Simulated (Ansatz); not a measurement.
Consider the formal exchange of groups at the Si–S bond: `O[SiH2]S[SiH3]` + `ClCCl` → `[SiH3]C(Cl)Cl` + `O[SiH2]S`.

Calculated with Ansatz (gas phase, PBE0-D4/def2-TZVP geometries, no zero-point term in ΔE). CBS: MP2 limit from def2 TZ/QZ plus the TZ coupled-cluster correction, frozen cores. This one scheme is used for every species. Functionals use def2-TZVPP. B3LYP here is the variant with VWN-RPA as its local correlation; programs differ in this. Each species was taken in one conformer, which may not be the lowest.

```tsv
level	ΔE (kJ/mol)
PBE-D4	72.1
B3LYP-D4	71.0
MP2/def2-TZVPP	72.5
CCSD/def2-TZVPP	69.8
```

**Question.** What does CCSD(T)/CBS give? (Estimate.)

**Answer.** The calculation gave: +71.0 kJ/mol. The listed levels differ from it by 1.1, 0.0, 1.5, -1.2 kJ/mol.

Largest T1 diagnostic among the species: 0.012.

From PBE to PBE0 (25 % exact exchange), in def2-TZVPP and without D4, ΔE moves by +3.4 kJ/mol. In def2-TZVPP, CCSD(T) changes the Hartree–Fock value by −7.5 kJ/mol (the triples alone add −0.5 kJ/mol) and MP2 by −4.3 kJ/mol.
